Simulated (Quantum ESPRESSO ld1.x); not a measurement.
Values are calculated unless marked as measured or tabulated.
One sound ld1.x (Quantum ESPRESSO 7.5) input for the zirconium ion Zr2+ gives E = -3593.8818 hartree in 24 iterations:

```
 &input
    zed=40.0,
    iswitch=1,
    rel=1,
    lsd=1,
    dft='SLA-VWN',
    config='[Kr] 4d2',
    prefix='ld1',
    max_out_wfc=37,
    file_charge='ld1.rho',
 /
```

Changed or added lines, one case at a time, and what came of them:

- config='[Kr] 4d2 8s1': refused. The program stops in el_config with "wrong main quantum number": the config string takes n from 1 to 7 alone.
- zed=0.0: crashed. A zed of zero is read as not set; no element symbol is given either, so there is no nucleus and the run dies.
- atom='Zr': harmless. atom and zed name the same element, and the result equals that of the sound run.
- lsd=2: refused. The program stops in ld1_readin with "lsd not correct": lsd takes 0 or 1.
- noscf=.true.: refused. The program stops in ld1_readin with "hydrogenic levels available only with lsd=0": noscf gives hydrogenic levels and needs lsd = 0.
- config='[Kr] 4d2 2d1': refused. The program stops in el_config with "main/angular quantum number mismatch": l must be smaller than n.
- tr2=1e-30: usable despite the warning. The threshold lies below the rounding noise, so the cycle runs to its limit and warns, but the energy differs from the sound run by less than 1e-5 hartree.
